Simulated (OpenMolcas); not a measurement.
# Li I: CASPT2 settings compared

```
Program             : OpenMolcas
Basis               : ANO-RCC-VDZ [3s2p]
Scalar Hamiltonian  : DKH4, point nucleus
Active space        : 1 electron in 4 orbitals (2s 2p)
State averaging     : 2S+1 = 2 even, 1 root; 2S+1 = 2 odd, 3 roots
Spin-orbit coupling : state interaction with AMFI integrals over the reference wave functions, term energies averaged over their components
```

Methods on the same reference wave functions:
A. CASSCF
B. SS-CASPT2, IPEA 0.3 Eh, imaginary shift 0.2 Eh (closed shells correlated: 1s)
C. SS-CASPT2, IPEA 0.35 Eh, real shift 0.4 Eh (closed shells correlated: 1s)
D. XMS-CASPT2, IPEA 0.5 Eh, real shift 0.25 Eh (closed shells correlated: 1s)

Energies in cm⁻¹ above 2s ²S_1/2, the measured ground level; measured values from NIST Handbook of Basic Atomic Spectroscopic Data.

```tsv
Level	A	B	C	D	Measured
2s ²S_1/2	0.0	0.0	0.0	0.0	0.0
2p ²P°_1/2	14898	14883	14882	14879	14904
2p ²P°_3/2	14898	14884	14883	14880	14904
```

Deviations, from unrounded energies. A percentage is the sum of absolute deviations over the sum of measured energies, with the sign that they share, or ± where signs differ.

```json
{"Against measurement": "mean absolute deviation (cm-1)", "Levels": "2", "A": "5.8", "B": "20", "C": "21", "D": "24"}
{"Against measurement": "other configurations (%)", "Levels": "2", "A": "-0.0", "B": "-0.1", "C": "-0.1", "D": "-0.2"}
```

A lies closest to measurement on these levels and D furthest from it. The largest miss of A in the table is 2p ²P°_3/2, by -6 cm-1. The ranking rests on the paired levels alone, and a cruder setting can come out closer through cancelling errors.

Among B to D no level of the table moves by more than 5 cm-1.

The lowest spin-free term lies below A's lowest term by 0.014 hartree in B, 0.014 hartree in C, 0.014 hartree in D.

ANO sets are built for ground and valence states and can reach diffuse excited orbitals poorly. With one active electron the reference holds no correlation, so core polarisation is missing (holds for A). With one active electron, CASPT2 adds the correlation within the correlated inactive shells and between them and that electron, and leaves the splitting within a term as the reference gives it (holds for B; C; D). Measured partners are found by configuration, term and J. A level has none where our copy of the source lacks it or the pairing is in doubt (some pairs that miss far off the trend of their configuration count as doubtful), and it then counts in no deviation. Only configurations of the active space appear.

° marks odd parity.
